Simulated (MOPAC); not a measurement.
Input file for MOPAC: PM6 on AlH5O (a complex).

```
PM6 1SCF PRECISE CHARGE=0 THREADS=1
AlH5O

Al    -0.02131263 1     0.21827211 1     0.32568648 1
H      0.60329896 1    -0.93480702 1    -0.56573406 1
H     -1.60833495 1     0.38573284 1     0.33738105 1
H      0.86874100 1     1.50996026 1     0.61918682 1
O      0.11130945 1    -0.54711646 1     2.21663320 1
H     -0.75374022 1    -0.64871489 1     2.63424699 1
H      0.65940186 1    -0.00249505 1     2.79630045 1
```

Program output:

```
*******************************************************************************
 **                                                                           **
 **                              MOPAC v23.2.5                                **
 **                                                                           **
 *******************************************************************************
 ** MOPAC's Digital Object Identifier: https://doi.org/10.5281/zenodo.6511958 **
 **                                                                           **
 ** Please cite the open-source release paper for use of this MOPAC version:  **
 ** J. E. Moussa and J. J. P. Stewart (2026)                                  **
 ** MOPAC: An open-source semiempirical molecular orbital program             **
 ** J. Open Source Softw., 11(119), 8025, https://doi.org/10.21105/joss.08025 **
 *******************************************************************************

                              PM6 CALCULATION RESULTS

 *******************************************************************************
 *  PM6        - The PM6 Hamiltonian to be used
 *
 *
 *
 *                 CHARGE ON SYSTEM = 0
 *
 *
 *
 *  PRECISE    - TIGHTER CRITERIA TO BE USED
 *  1SCF       - DO 1 SCF AND THEN STOP
 *  THREADS=1  - MULTI-THREADING NOT USED
 *  T=         - A TIME OF 172800.0 SECONDS REQUESTED
 *  DUMP=N     - RESTART FILE WRITTEN EVERY 7200.0 SECONDS REQUESTED
 *******************************************************************************
PM6 1SCF PRECISE CHARGE=0 THREADS=1
 AlH5O

   ATOM   CHEMICAL          X               Y               Z
  NUMBER   SYMBOL      (ANGSTROMS)     (ANGSTROMS)     (ANGSTROMS)

     1      Al         -0.02131263  *   0.21827211  *   0.32568648  *
     2       H          0.60329896  *  -0.93480702  *  -0.56573406  *
     3       H         -1.60833495  *   0.38573284  *   0.33738105  *
     4       H          0.86874100  *   1.50996026  *   0.61918682  *
     5       O          0.11130945  *  -0.54711646  *   2.21663320  *
     6       H         -0.75374022  *  -0.64871489  *   2.63424699  *
     7       H          0.65940186  *  -0.00249505  *   2.79630045  *



          CARTESIAN COORDINATES

    NO.       ATOM           X           Y           Z

     1        Al         -0.0213      0.2183      0.3257
     2         H          0.6033     -0.9348     -0.5657
     3         H         -1.6083      0.3857      0.3374
     4         H          0.8687      1.5100      0.6192
     5         O          0.1113     -0.5471      2.2166
     6         H         -0.7537     -0.6487      2.6342
     7         H          0.6594     -0.0025      2.7963

 General Reference for PM6:
 "Optimization of Parameters for Semiempirical Methods V: Modification of NDDO Approximations
 and Application to 70 Elements", J. J. P. Stewart, J. Mol. Mod., 13, 1173-1213 (2007)
 URL: https://link.springer.com/article/10.1007/s00894-007-0233-4

           Empirical Formula: H5 O Al  =     7 atoms



      MOLECULAR POINT GROUP   :   Cs


      RHF CALCULATION, NO. OF DOUBLY OCCUPIED LEVELS = 7


 -------------------------------------------------------------------------------
 PM6 1SCF PRECISE CHARGE=0 THREADS=1
 AlH5O



     1SCF WAS SPECIFIED, SO BFGS WAS NOT USED
     SCF FIELD WAS ACHIEVED


                              PM6 CALCULATION
                                                       MOPAC v23.2.5 Linux




          FINAL HEAT OF FORMATION =         21.25682 KCAL/MOL =      88.93851 KJ/MOL


          COSMO AREA              =         91.66 SQUARE ANGSTROMS
          COSMO VOLUME            =         76.30 CUBIC ANGSTROMS

          IONIZATION POTENTIAL    =         10.682397 EV
          HOMO LUMO ENERGIES (EV) =        -10.682  1.094
          NO. OF FILLED LEVELS    =          7
          MOLECULAR WEIGHT        =         48.0204         POINT GROUP:  Cs

          MOLECULAR DIMENSIONS (Angstroms)

            Atom       Atom       Distance
            H     7    H     2     3.48936
            H     4    H     6     3.09204
            H     2    H     3     2.43778


          SCF CALCULATIONS        =          1





   ATOM   CHEMICAL          X               Y               Z
  NUMBER   SYMBOL      (ANGSTROMS)     (ANGSTROMS)     (ANGSTROMS)

     1      Al         -0.02131263  *   0.21827211  *   0.32568648  *
     2       H          0.60329896  *  -0.93480702  *  -0.56573406  *
     3       H         -1.60833495  *   0.38573284  *   0.33738105  *
     4       H          0.86874100  *   1.50996026  *   0.61918682  *
     5       O          0.11130945  *  -0.54711646  *   2.21663320  *
     6       H         -0.75374022  *  -0.64871489  *   2.63424699  *
     7       H          0.65940186  *  -0.00249505  *   2.79630045  *

                             CARTESIAN COORDINATES

   1   Al       -0.021312630     0.218272110     0.325686480
   2    H        0.603298960    -0.934807020    -0.565734060
   3    H       -1.608334950     0.385732840     0.337381050
   4    H        0.868741000     1.509960260     0.619186820
   5    O        0.111309450    -0.547116460     2.216633200
   6    H       -0.753740220    -0.648714890     2.634246990
   7    H        0.659401860    -0.002495050     2.796300450


           Empirical Formula: H5 O Al  =     7 atoms



      MOLECULAR POINT GROUP   :   Cs


                  EIGENVALUES
 -32.02074 -20.50245 -16.83694 -14.88066 -13.35373 -10.80610 -10.68240   1.09371
   3.80637   4.57775   4.88782   6.10747   6.20429 116.27093 116.29225 116.58649
 117.26365 117.29189


              NET ATOMIC CHARGES AND DIPOLE CONTRIBUTIONS

  ATOM NO.   TYPE          CHARGE      No. of ELECS.   s-Pop       p-Pop       d-Pop
    1         Al           0.120094        2.8799     1.07658     1.77519     0.02814
    2          H          -0.086439        1.0864     1.08644
    3          H          -0.114880        1.1149     1.11488
    4          H          -0.114826        1.1148     1.11483
    5          O          -0.484331        6.4843     1.71429     4.77004
    6          H           0.340184        0.6598     0.65982
    7          H           0.340199        0.6598     0.65980
 DIPOLE           X         Y         Z       TOTAL
 POINT-CHG.    -0.267    -0.323     3.612     3.636
 HYBRID        -0.096     0.060     0.599     0.610
 SUM           -0.364    -0.263     4.211     4.235


          ATOMIC ORBITAL ELECTRON POPULATIONS

     Atom    s        px        py        pz      x^2-y^2     xz        z^2       yz        xy
    1 Al   1.07658   0.78257   0.67610   0.31653   0.00584   0.00288   0.00773   0.00602   0.00566
    2  H   1.08644
    3  H   1.11488
    4  H   1.11483
    5  O   1.71429   1.42077   1.76179   1.58747
    6  H   0.65982
    7  H   0.65980

 **********************
 *                    *
 * JOB ENDED NORMALLY *
 *                    *
 **********************




 == MOPAC DONE ==
```

The run finished.

Cost: around 0.03 core-seconds (rough).
